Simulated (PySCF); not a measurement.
**Spin-rotation constants: `C#C[SiH2]O[SiH2][SiH2]F`, C2H7FOSi3**

Geometry:
| atom | x (Å) | y (Å) | z (Å) |
| --- | --- | --- | --- |
| C1 | 2.769 | 1.319 | -0.348 |
| C2 | 2.299 | 0.392 | 0.256 |
| Si3 | 1.570 | -1.043 | 1.175 |
| O4 | 0.064 | -1.297 | 0.634 |
| Si5 | -1.388 | -1.082 | -0.061 |
| Si6 | -1.967 | 1.122 | 0.193 |
| F7 | -3.533 | 1.226 | -0.209 |
| H8 | 3.184 | 2.130 | -0.875 |
| H9 | 2.315 | -2.266 | 0.880 |
| H10 | 1.449 | -0.710 | 2.595 |
| H11 | -2.235 | -2.062 | 0.633 |
| H12 | -1.227 | -1.522 | -1.455 |
| H13 | -1.346 | 2.099 | -0.703 |
| H14 | -1.954 | 1.692 | 1.542 |

Theory: PySCF 2.14.0, GIAO B3LYP/pcSseg-1 magnetisability, rotational g tensor and spin-rotation constants, non-relativistic, gas phase. Geometry: GFN2-xTB.

Question: Give the nuclear spin-rotation constants along the inertial axes (H = +C I·J) beside the isotropic shieldings.

Answer: Rotational constants 2.2982, 0.7263, 0.5927 GHz. A star marks the isotopologue with that one atom substituted, in its own axes.
```
atom  isotope  Caa (kHz)  Cbb (kHz)  Ccc (kHz)  mean (kHz)  σ (ppm)
  F7      19F      1.369      0.064     -0.007       0.475    433.4
  H8       1H     -0.258      0.000     -0.062      -0.107     29.9
  H9       1H     -0.073     -0.025     -0.038      -0.045     26.9
 H10       1H     -0.207     -0.068      0.031      -0.081     26.9
 H11       1H     -0.182      0.026     -0.045      -0.067     26.3
 H12       1H     -0.217     -0.062      0.036      -0.081     26.3
 H13       1H     -0.214      0.026     -0.035      -0.075     26.2
 H14       1H     -0.221     -0.059      0.035      -0.082     26.2
  C1     13C*      0.856      0.069      0.206       0.377     81.4
  C2     13C*      0.860      0.035      0.206       0.367     93.7
 Si3    29Si*     -1.218     -0.443     -0.344      -0.668    396.9
  O4     17O*     -0.310     -0.001     -0.021      -0.111    326.5
 Si5    29Si*     -1.202     -0.466     -0.375      -0.681    377.6
 Si6    29Si*     -1.232     -0.503     -0.415      -0.717    340.2
```
For the geometry as given, no vibrational averaging.

Question: How do the rotational constants and the g tensor change when H8, H9, H10, H11, H12, H13, H14 are replaced by deuterium?

Answer: Constants 1.9650, 0.6847, 0.5560 GHz; g -0.0262, -0.0175, -0.0138, against -0.0306, -0.0185, -0.0147 before.
